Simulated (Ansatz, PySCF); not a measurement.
Two conformers of CH4O2Si (SMILES CO[Si]O), B3LYP-D3(BJ)/def2-TZVP minima.
Conformer 1 (charge 0, multiplicity 1, Z-matrix in Å and degrees):
```
O
C 1 1.4255
H 2 1.0899 1 111.40
H 2 1.0908 3 109.54 1 120.34
H 2 1.0908 3 109.56 4 119.30
Si 1 1.6375 2 132.29 3 -0.02
O 6 1.6713 1 101.10 2 -0.04
H 7 0.9622 6 115.97 1 179.92
```
Conformer 2 (charge 0, multiplicity 1):
```xyz
8

C      0.9667    -0.2830     0.2255
O      0.5196     0.8861    -0.4445
Si    -0.9951     1.4263    -0.8280
O     -2.0369     0.2700    -0.2481
H      0.6550    -1.1868    -0.3058
H      2.0552    -0.2633     0.2638
H      0.5844    -0.3216     1.2495
H     -1.7488    -0.5277     0.2094
```

No zero-point or thermal terms.

Frozen-core correlation.

Run with Ansatz (Gaussian basis) for Hartree–Fock, density functionals and correlated methods; PySCF for M06-2X, the dispersion terms. 

Question: Give the electronic energy of conformer 2 less that of conformer 1 at the level M06-2X/def2-TZVPP.

Answer: 1.8 kcal/mol

Ansatz is a first-principles code.
